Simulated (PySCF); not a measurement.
H$_{2}$IMgN, singlet, geometry from GFN2-xTB (such geometries of metal compounds can be far from the true shape) (core potentials on I). Base run: PBE0/def2-SVP, polarisability (PySCF).

The PySCF input:
```python
from pyscf import gto, scf, dft
from pyscf.prop import polarizability

mol = gto.Mole()
mol.atom = '''
    Mg   -1.59482021   -0.29520899    0.44685314
    I     0.77521132    0.25935030   -0.44834935
    N    -2.32107225   -1.10487316    1.98142404
    H    -2.88018502   -1.94380561    1.88499372
    H    -2.82066670   -0.52514064    2.64531571
'''
mol.basis = 'def2-svp'
mol.ecp = {'I': 'def2-svp'}
mol.verbose = 4
mol.build()

mf = dft.RKS(mol)
mf.xc = 'pbe0'
mf.kernel()
alpha = mf.Polarizability().polarizability()[2, 2]
print('alpha_zz =', alpha)
```

The base run was repeated with changes; each row names its change, and settings that it needs were set with it.

| change | alpha_zz (bohr³) | basis functions | core-seconds (rough) |
|---|---|---|---|
| base | 58.14 | 68 | 20 |
| finite field (a.u.) = 0.05; conv_tol = 1e-11 | 65.00 | 68 | 30 |
| finite field (a.u.) = 0.001; conv_tol = 1e-6 | 58.33 | 68 | 10 |
| basis = def2-SVPD | 73.28 | 92 | 20 |
| finite field (a.u.) = 2e-4; conv_tol = 1e-11 | 58.14 | 68 | 20 |
| functional = pbe | 63.24 | 68 | 20 |
| basis = STO-3G | 19.99 | 43 | 8 |
| basis = def2-TZVP | 67.61 | 125 | 50 |
| functional = hf | (withheld) | 68 | 2 |
| finite field (a.u.) = 2e-4; conv_tol = 1e-6 | 59.82 | 68 | 10 |
| finite field (a.u.) = 0.02; conv_tol = 1e-11 | 59.23 | 68 | 20 |
| functional = camb3lyp | (withheld) | 68 | 30 |

Problem. What belongs in the gaps?

Solution. 
- functional = hf, alpha_zz (bohr³): 49.64
- functional = camb3lyp, alpha_zz (bohr³): 55.74

Finite-field rows take the second difference of the energy in a field along z; a small field with loose convergence shows SCF noise divided by the square of the field, and a large one adds hyperpolarisability.
